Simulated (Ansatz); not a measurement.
Z-matrix (Å, degrees):
```
Si
C 1 1.852
C 1 1.868 2 111.9
Cl 1 2.065 2 108.8 3 122.2
H 1 1.483 2 111.4 3 -121.6
C 2 1.331 1 123.6 3 9.8
H 2 1.089 1 117.8 3 -171.4
C 3 1.337 1 127.8 2 60.3
H 3 1.091 1 115.0 2 -119.1
H 6 1.086 2 121.9 1 178.9
H 6 1.086 2 122.0 1 -1.3
Si 8 1.853 3 127.2 1 1.1
H 8 1.092 3 118.4 1 -179.5
Cl 12 2.050 8 107.9 3 -118.2
Cl 12 2.045 8 108.1 3 124.8
H 12 1.470 8 115.1 3 2.9
```

Charge 0, multiplicity 1.

Q: List the r2SCAN/def2-TZVPP orbital energies in eV (Ansatz). (Best estimate.)

A: The calculation gave: Occupied: -2753.56, -2753.53, -2753.31, -1792.92, -1792.04, -273.85, -273.80, -273.76, -273.42, -254.96, -254.93, -254.71, -193.49, -193.46, -193.36, -193.36, -193.33, -193.33, -193.24, -193.11, -193.10, -143.19, -142.40, -98.11, -98.06, -97.98, -97.32, -97.23, -97.22, -22.11, -21.55, -21.41, -20.60, -20.31, -15.93, -15.33, -13.89, -12.81, -12.30, -12.00, -10.88, -10.64, -10.37, -10.30, -9.81, -9.20, -8.89, -8.63, -8.55, -8.34, -8.20, -7.84, -7.68, -7.66, -7.37. Lowest empty: -2.59, -1.80, -0.33, 0.29, 0.61, 0.83, 1.23, 1.34.
